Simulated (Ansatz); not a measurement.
Reaction (SMILES): [BH]F (BH-F) → B atom + F atom + H atom
B3LYP-D3(BJ)/def2-TZVP geometries, fixed; electronic energies without zero-point terms.
Largest species:
```
B
F 1 1.3046
H 1 1.2028 2 121.00
```
Charge 0, spin multiplicity 2.

The atomisation energy at MP2 with Ansatz (a quantum-chemistry and plane-wave program), in kcal/mol, split into its Hartree-Fock and correlation parts. Cores are frozen. Open shells are unrestricted. No added dispersion term, no relativity. Functions are those of the species that has most.

```csv
basis,X,functions,Hartree-Fock,MP2
cc-pVDZ,2,33,175.55,221.91
cc-pVTZ,3,74,185.27,237.90
cc-pVQZ,4,140,185.92,241.14
cc-pV5Z,5,237,185.99,242.12
```

Worked estimate of the basis-set limit from each neighbouring pair, with Hartree-Fock from the larger set and the correlation part extrapolated as X^-3.
Correlation parts: X = 2: 46.36, X = 3: 52.63, X = 4: 55.22, X = 5: 56.13.
- (2,3): (27·(52.63) - 8·(46.36))/19 = 55.27; with Hartree-Fock 185.27 the estimate is 240.54 kcal/mol.
- (3,4): (64·(55.22) - 27·(52.63))/37 = 57.11; with Hartree-Fock 185.92 the estimate is 243.03 kcal/mol.
- (4,5): (125·(56.13) - 64·(55.22))/61 = 57.08; with Hartree-Fock 185.99 the estimate is 243.07 kcal/mol.
The last two estimates differ by 0.04 kcal/mol; the largest set lies 0.95 from the last. Over the last step Hartree-Fock moves by 0.07 and the correlation part by 0.91.
